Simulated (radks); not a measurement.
The antimony anion Sb3-, [Xe], held by a Watson sphere: a shell of charge +3 at radius R that stands for the Madelung well of a crystal (potential energy -3/R inside, -3/r outside, in hartree with lengths in bohr). Calculated with a radial shooting solver on a logarithmic mesh with Libxc functionals: scalar-relativistic Kohn-Sham, LDA (Slater exchange, Perdew-Wang correlation), spin-polarised, spherical densities, finite nucleus; Fermi nuclear charge, rms radius of each element as measured or else 0.836 A^(1/3) + 0.57 fm. Response by self-consistent Sternheimer equations with the Hartree and adiabatic LDA kernel, the relativistic mass of each level held fixed and spin-orbit coupling left out. The sphere does not respond.

R (bohr)  e(4d) (eV)  e(5s) (eV)  e(5p) (eV)  <r> 5p (bohr)  sum of <r^2> (bohr^2)  X-ray form factor at sin(theta)/lambda = 0.3 1/angstrom  alpha (bohr^3)
2.38         -33.840     -15.611      -7.385          2.707                  82.79                                                   35.171           45.41
2.66         -32.843     -14.730      -6.965          2.816                  87.48                                                   35.215           53.13
2.92         -32.212     -13.989      -6.548          2.919                  92.06                                                   35.264           62.03
3.64         -31.189     -12.340      -5.414          3.203                  105.4                                                   35.373           96.90
5.57         -29.983     -10.049      -3.231          3.910                  145.6                                                   35.434           309.0
5.77         -29.909      -9.922      -3.077          3.979                  150.2                                                   35.435           345.9
